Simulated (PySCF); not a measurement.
**Frontier orbitals and the lowest excitations**

Compound: C4H7FO2S.
SMILES with atom numbers: `[CH3:1][O:2][C@@H:3]1[C@@H:4]([F:5])[CH2:6][S@@:7]1=[O:8]` (hydrogens: H9, H10, H11 on C1; H12 on C3; H13 on C4; H14, H15 on C6)

Level of theory: PySCF 2.14.0, density-fitted response routines, TDDFT PBE0/def2-SVPD, vertical, gas phase, core orbitals frozen in the response. The structure is a single GFN2-xTB conformer in the gas phase; no vibrational or solvent corrections. Torsions of this conformer, `[CH3:1][O:2][C@@H:3]1[C@@H:4]([F:5])[CH2:6][S@@:7]1=[O:8]`: C1–O2–C3–C4 176°.

Frontier orbitals with the atoms that hold most of them (Löwdin shares over 4%, at most four atoms; ? is withheld):

```tsv
orbital	ε (eV)	atoms
LUMO+2	0.48	S7 52%, H12 9%, H14 8%, C6 8%
LUMO+1	-0.01	S7 46%, C3 12%, O8 9%, O2 7%
LUMO	-0.22	?
HOMO	?	O8 40%, S7 28%, C3 10%, O2 8%
HOMO-1	-7.69	?
HOMO-2	-9.11	O2 41%, O8 19%, C1 9%, C3 8%
HOMO-3	-9.95	O2 18%, F5 15%, C3 13%, O8 13%
```

Problem. Give the leading atoms of the HOMO-1.

Solution. O8 (bonded to S) 42%; S7 (bonded to 2 C and O) 14%; C6 (bonded to C, S and 2 H) 14%; O2 (bonded to 2 C) 13%. By element: oxygen 55%, sulfur 14%, carbon 14% or more.

Problem. Which atoms hold the LUMO, and with what shares?

Solution. S7 (bonded to 2 C and O) 42%; C6 (bonded to C, S and 2 H) 14%; O8 (bonded to S) 10%; C3 (bonded to C, O, S and H) 8%. By element: sulfur 42%, carbon 22% or more, oxygen 10% or more.

Problem. What is the HOMO energy, and the HOMO–LUMO gap?

Solution. ε(HOMO) = -6.85 eV; the gap is 6.63 eV (0.2436 hartree).

Problem. How does S1 compare with the orbital gap of 6.63 eV?

Solution. S1 is at 5.17 eV (f = 0.016), 1.45 eV below the gap, made of HOMO→LUMO (89%). 

Problem. Give energy, strength and leading configuration of S1 and S2, and follow the Löwdin shares of the leading atoms from the occupied to the empty orbital.

Solution. 
- S1 (5.17 eV, f 0.016), HOMO→LUMO (89%): O8 40% → 10%, S7 28% → 42%, C6 at most 9% → 14%
- S2 (5.43 eV, f 0.034), HOMO→LUMO+1 (81%): O8 40% → 9%, S7 28% → 46%, C3 10% → 12%
